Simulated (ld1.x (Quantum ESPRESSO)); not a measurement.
# Reading a pseudo-wave (praseodymium (Pr))

Columns: radius, all-electron u(r) and pseudo u(r) of the 4f shell (level -1.28 eV) of praseodymium in the configuration [Kr] 4d10 4f3 5s2 5p6 5d0 6s2 6p0; PBEsol, scalar-relativistic, RRKJ scheme, ld1.x (Quantum ESPRESSO) 7.5.

```
r (bohr)  all-electron  pseudo
   0.150        0.1257  0.0036
   0.300        0.4919  0.0508
   0.450        0.7786  0.2090
   0.600        0.9044  0.4919
   0.750        0.9160  0.8164
   0.900        0.8695  1.0476
   1.050        0.7996  1.0946
   1.200        0.7241  0.9735
   1.350        0.6508  0.7834
   1.500        0.5826  0.6228
   1.650        0.5207  0.5251
   1.800        0.4653  0.4653
   1.950        0.4161  0.4161
   2.100        0.3726  0.3726
   2.250        0.3342  0.3342
   2.400        0.3005  0.3005
   2.550        0.2709  0.2709
   2.700        0.2448  0.2448
   2.850        0.2220  0.2220
   3.000        0.2019  0.2019
   3.150        0.1842  0.1842
   3.300        0.1686  0.1686
   3.450        0.1548  0.1548
   3.600        0.1425  0.1425
   3.750        0.1316  0.1316
   3.900        0.1217  0.1217
```

Problem. How many radial nodes do the two functions have?

Solution. The all-electron 4f function has n − l − 1 = 0; the pseudo-wave has 0.

Problem. At about which radius was the pseudo-wave matched?

Solution. 1.80 bohr, where the columns begin to agree (steps of 0.15 bohr).

Problem. Where does each function peak?

Solution. Outermost all-electron maximum near 0.75 bohr, pseudo maximum near 1.05 bohr (to the table’s step).

Problem. Is the pseudo-wave norm-conserving?

Solution. Yes: the RRKJ scheme keeps the norm inside the radius equal to the all-electron one, which fixes the energy derivative of the logarithmic derivative at the level.
